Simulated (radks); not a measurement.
Species: W I. Configuration: [Xe] 4f14 5d4 6s2. All-electron calculation, scalar-relativistic Kohn-Sham, BLYP, spin-polarised, spherical densities, finite nucleus; open shells are filled with parallel spins first (spin-orbit coupling, left out, can overturn this in heavy ions); Fermi nuclear charge, rms radius 5.3658 fm. Program: a radial shooting solver on a logarithmic mesh with Libxc functionals.

Unscreened Slater integrals over Kohn-Sham orbitals (eV). They are taken over the spin-up orbitals. Empty in this configuration: 6p.

\begin{tabular}{lr}
integral & value \\ \hline
F0(5d,5d) & 12.196 \\
F2(5d,5d) & 6.0965 \\
F4(5d,5d) & 3.9469 \\
F0(5d,6s) & 9.1348 \\
G2(5d,6s) & 2.7321 \\
F0(5d,4f) & 16.206 \\
F2(5d,4f) & 3.4443 \\
F4(5d,4f) & 1.5788 \\
G1(5d,4f) & 1.3180 \\
G3(5d,4f) & 1.1265 \\
G5(5d,4f) & 0.87204 \\
F0(5d,5p) & 14.668 \\
F2(5d,5p) & 6.7408 \\
G1(5d,5p) & 7.7792 \\
G3(5d,5p) & 4.7571 \\
F0(5d,6p) & 6.5301 \\
F2(5d,6p) & 1.9992 \\
G1(5d,6p) & 1.2348 \\
G3(5d,6p) & 0.87459 \\
F0(6s,6s) & 7.8764 \\
F0(6s,4f) & 10.416 \\
G3(6s,4f) & 0.28785 \\
F0(6s,5p) & 9.9041 \\
G1(6s,5p) & 0.72169 \\
F0(6s,6p) & 6.0776 \\
G1(6s,6p) & 3.2953 \\
F0(4f,4f) & 41.234 \\
F2(4f,4f) & 19.869 \\
F4(4f,4f) & 12.522 \\
F6(4f,4f) & 9.0253 \\
F0(4f,5p) & 23.945 \\
F2(4f,5p) & 7.6245 \\
G2(4f,5p) & 3.4036 \\
G4(4f,5p) & 2.7305 \\
F0(4f,6p) & 6.9958 \\
F2(4f,6p) & 0.51920 \\
G2(4f,6p) & 0.12051 \\
G4(4f,6p) & 0.10849 \\
F0(5p,5p) & 19.549 \\
F2(5p,5p) & 10.512 \\
F0(5p,6p) & 6.8002 \\
F2(5p,6p) & 1.1688 \\
G0(5p,6p) & 0.19369 \\
G2(5p,6p) & 0.25510 \\
F0(6p,6p) & 5.1557 \\
F2(6p,6p) & 2.6505 \\
\end{tabular}

Derived for the open shells (J is the average intra-shell exchange parameter used in DFT+U). 5d: Racah B = F2/49 - 5 F4/441 = 0.07967 eV, C = 35 F4/441 = 0.3132 eV, C/B = 3.93, F4/F2 = 0.647, J = (F2 + F4)/14 = 0.7174 eV.
